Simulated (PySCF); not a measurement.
Structure problem from calculated spectra and properties.

Formula: C4H2F2P2.

* Polarisability: 94.7 au [wB97X-D/def2-SVPD]
* Dipole: 1.75 D [wB97X-D/def2-SVPD]
* 1H NMR: chemical shifts (computed TMS as zero) by class: 10.36 (1 H), 9.17 (1 H) ppm [GIAO PBE0/pcSseg-1]
* Rotational structure: rotational constants A, B, C: 2.066, 1.430, 0.845 GHz [GFN2-xTB]
* 13C NMR: chemical shifts (computed TMS as zero) by class: 197.4 (1 C), 189.1 (1 C), 164.2 (1 C), 153.6 (1 C) ppm [GIAO PBE0/pcSseg-1]
* NMR, other nuclei: isotropic shieldings of nuclei other than C and H, by class: 278 (1 F), 280 (1 F), 54 (1 P), 70 (1 P) ppm [GIAO PBE0/pcSseg-1]

Gas-phase values; electronic properties from PySCF, density fitting. Levels stand in brackets. Isolated species at its GFN2-xTB geometry, gas phase. NMR values are class means; diastereotopic atoms form classes of their own.

Question: Propose a structure and show how it fits.

Answer: Numbering: `[F:1][c:2]1[cH:3][p:4][cH:5][p:6][c:7]1[F:8]`. 4 carbons fall into 4 classes; from least to most shielded: aromatic C–F carbon [C7] (197.4 ppm), aromatic CH carbon [C5] (189.1 ppm), aromatic C–F carbon [C2] (164.2 ppm), aromatic CH carbon [C3] (153.6 ppm). Hydrogen classes from least to most shielded: 1 H on an aromatic CH carbon, C5 (10.36 ppm), 1 H on an aromatic CH carbon, C3 (9.17 ppm). The other shieldings belong to: 278 ppm, aryl fluorine [F8]; 280 ppm, aryl fluorine [F1]; 54 ppm, phosphorus bonded to 2 C [P4]; 70 ppm, phosphorus bonded to 2 C [P6]. The optimised geometry has point group Cs and is an asymmetric top. Structure: `c1c(c(pcp1)F)F`. Computed isomers that give other values at the same levels: `Fc1ccpc(F)p1` (13C chemical shifts (computed TMS as zero) by class: 255.7 (1 C), 211.3 (1 C), 165.9 (1 C), 128.0 (1 C) ppm). The assignments are read from this structure; whether some other isomer fits the data as well wasn't checked.
